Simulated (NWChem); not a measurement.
System: Si2H3, doublet; SMILES [Si][SiH3]

Here is an NWChem input.

```
start job
memory heap 200 mb stack 900 mb global 1100 mb
geometry units angstroms noautoz
  Si    -0.019632     1.343620     0.000000
  Si    -0.007592    -1.038093     0.000000
  H     -0.588768    -1.700520     1.213448
  H      1.474885    -1.313956     0.000000
  H     -0.588768    -1.700520    -1.213448
end
basis spherical
  * library pcseg-1
end
dft
  odft
  mult 2
  xc xtpss03 ctpss03
  iterations 150
  mulliken
end
task dft energy
```

In the optimisation the excess spin sits in a" (Cs, its own frame). The geometry was optimised at PBE0/def2-SVP, spin-unrestricted. No stability test was run on the SCF state.

Question: Predict the main results of this run. (TPSS/pcseg-1, spin-unrestricted.) Quantities: basis functions; energy (Ha); highest occupied level (eV); lowest empty minus highest occupied level, either spin (eV); dipole (D); <S²>.

Answer: 
| Property | Result |
|---|---|
| number of basis functions | 51 |
| energy (Ha) | -580.71 |
| highest occupied level (eV) | -4.87 |
| lowest empty minus highest occupied level, either spin (eV) | 0.59 |
| dipole (D) | 0.24 |
| <S²> | 0.754 |
